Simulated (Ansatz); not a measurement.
CH7AlB2Si (`CB1[BH][AlH][SiH2]1`) at its PBE0-D4/def2-TZVP geometry, where that method's forces vanish. The species carries charge 0 and has multiplicity 1.

```tsv
atom	x (Å)	y (Å)	z (Å)
C1	1.4350	0.5355	-1.5649
B2	0.5612	0.4801	-0.2934
B3	-0.1678	0.8961	1.0040
Al4	-1.8843	0.2089	1.8214
Si5	-0.6855	-1.1729	0.2691
H6	2.0630	-0.3532	-1.6760
H7	2.0655	1.4267	-1.6110
H8	0.7759	0.5473	-2.4417
H9	0.3525	0.6827	2.0883
H10	-2.9882	0.3812	2.9325
H11	0.0370	-2.4682	0.4073
H12	-1.5642	-1.1642	-0.9355
```

Question: For each bond, give half the difference of the two atoms' forces along it (eV/Å; positive pushes the atoms apart) under PBE-D4, r2SCAN-D4, B3LYP-D4, ωB97M-V in def2-TZVPP. (An estimate is asked.)

Answer: Computed: 
| bond | length (Å) | PBE-D4 | r2SCAN-D4 | B3LYP-D4 | ωB97M-V |
| --- | --- | --- | --- | --- | --- |
| C1–B2 | 1.544 | -0.11 | -0.05 | 0.10 | 0.19 |
| C1–H6 | 1.094 | 0.14 | 0.00 | -0.03 | -0.07 |
| C1–H7 | 1.093 | 0.14 | 0.00 | -0.03 | -0.09 |
| C1–H8 | 1.097 | 0.13 | -0.01 | -0.03 | -0.06 |
| B2–B3 | 1.545 | 0.01 | 0.03 | -0.08 | -0.12 |
| B2–Si5 | 2.145 | -0.01 | 0.03 | 0.10 | 0.07 |
| B3–Al4 | 2.022 | 0.05 | 0.00 | 0.13 | 0.05 |
| B3–H9 | 1.221 | 0.06 | -0.03 | -0.13 | -0.08 |
| Al4–Si5 | 2.399 | -0.03 | -0.01 | 0.16 | 0.11 |
| Al4–H10 | 1.576 | 0.04 | -0.03 | -0.12 | -0.13 |
| Si5–H11 | 1.490 | 0.12 | 0.03 | -0.13 | -0.17 |
| Si5–H12 | 1.491 | 0.09 | -0.02 | -0.13 | -0.11 |

B3LYP here is the variant with VWN-RPA as its local correlation; programs differ in this.
